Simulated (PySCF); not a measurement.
**How methods differ on the ionisation energy of Bi**

Bi [Xe] 4f14 5d10 6s2 6p3 [6p1/2^2 6p3/2^1, M_J = 3/2] → Bi⁺ [Xe] 4f14 5d10 6s2 6p2 [6p1/2^2, M_J = 0], as a difference of total energies. Computed with PySCF 2.14 in x2c-TZVPall-2c (11s11p9d3f, 110 functions), with the two-component X2C-1e Hamiltonian. Correlated levels: [Kr] 4d10 4f14 frozen; the 24 highest virtual spinors dropped. "Screened" scales the spin-orbit matrix elements by Boettger's factors to mimic the two-electron term; Breit and QED terms are absent.

```csv
method,ionisation energy (eV),error (eV)
GHF (spin-free),8.269,+0.983
GMP2 (spin-free),8.698,+1.412
GHF (screened spin-orbit),6.987,-0.299
GMP2 (screened spin-orbit),7.299,+0.013
```

Reference: 7.286 eV (measured; NIST Atomic Spectra Database, ionization energies).

The spin-free rows relax to the high-spin LS determinant and lack the spin-orbit shift.

Errors of the correlated levels include the incompleteness of this basis and the frozen core.

The labels give the starting determinants; with spin-orbit coupling the two ends relaxed to ⟨J²⟩ = 3.78, ⟨L²⟩ = 0.80, ⟨S²⟩ = 3.25 and ⟨J²⟩ = 0.00, ⟨L²⟩ = 1.52, ⟨S²⟩ = 1.52.
